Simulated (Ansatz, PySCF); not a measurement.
System: TlCl (charge 0, singlet). 
Structure (B3LYP-D3(BJ)/def2-TZVP (Ansatz, a first-principles code) minimum search):
```
Cl
Tl 1 2.5322
```

Dipole moments at this geometry, in debye (magnitudes).

```tsv
level	program	dipole (D)
TPSS/def2-TZVPD	PySCF	4.64
r2SCAN/def2-TZVPD	Ansatz	4.66
TPSSh/def2-TZVPD	PySCF	___
r2SCAN0/def2-TZVPD	Ansatz	4.84
CCSD(T)/def2-SVPD	Ansatz	___
```

Q: Some entries are withheld; supply them.

A: 
- TPSSh/def2-TZVPD, dipole (D): 4.74
- CCSD(T)/def2-SVPD, dipole (D): 4.88
